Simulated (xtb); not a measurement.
C$_{2}$H$_{4}$Cl (SMILES [CH2]CCl), doublet, geometry from GFN2-xTB. Base run: xtb 6.7.1 with GFN0-xTB.

Input for xtb:
```
$ xtb mol.xyz --gfn 0 --uhf 1 --json

# file mol.xyz
7

C      0.18280234     0.89727093    -0.01314254
C      1.56614457     0.54964169    -0.02607444
Cl    -0.84113747    -0.71148995     0.01905025
H     -0.15549474     1.39958190     0.88815355
H     -0.17787732     1.37769136    -0.91768786
H      2.08091596     0.32944165     0.89042765
H      2.05811157     0.30713857    -0.94944568
```

Each row names what was changed in the base input (with any setting that the change needs).

| change | ΔE vs base (kJ/mol) |
|---|---|
| base | 0.00 |
| acc = 0.0001 | 0.00 |
| etemp = 1000 | 0.00 |
| etemp = 10 | 0.00 |
| acc = 30 | 0.00 |
